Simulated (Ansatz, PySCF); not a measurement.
Molecule: CH2N (charge 0, doublet). It need not be the lowest isomer of its formula. SMILES: [CH]=N
Geometry: optimised at B3LYP-D3(BJ)/def2-TZVP (Ansatz, a program for electronic structure).

Wanted: atomisation energy (electronic, to ground-state atoms), in kcal/mol. Cores are frozen in the correlated levels unless marked. UHF or UKS for open shells. No spin-orbit coupling. Non-relativistic. The coupled-cluster limit lacks core correlation, which all-electron functionals hold. CBS(X,Y): correlation extrapolated as X^-3; Hartree-Fock from the larger set.

```tsv
level	program	atomisation energy (kcal/mol)
PBE/def2-TZVPD	Ansatz	[?]
M06-L/def2-TZVPD	PySCF	330.5
CAM-B3LYP-D3(BJ)/def2-TZVPD	Ansatz + dftd3	336.3
CCSD/aug-cc-pVTZ	Ansatz	[?]
CCSD(T)/CBS(def2-TZVPPD,def2-QZVPPD)	Ansatz	329.2
```

### Question
Fill in the missing entries.

### Answer

- PBE/def2-TZVPD, atomisation energy (kcal/mol): 349.1
- CCSD/aug-cc-pVTZ, atomisation energy (kcal/mol): 312.4
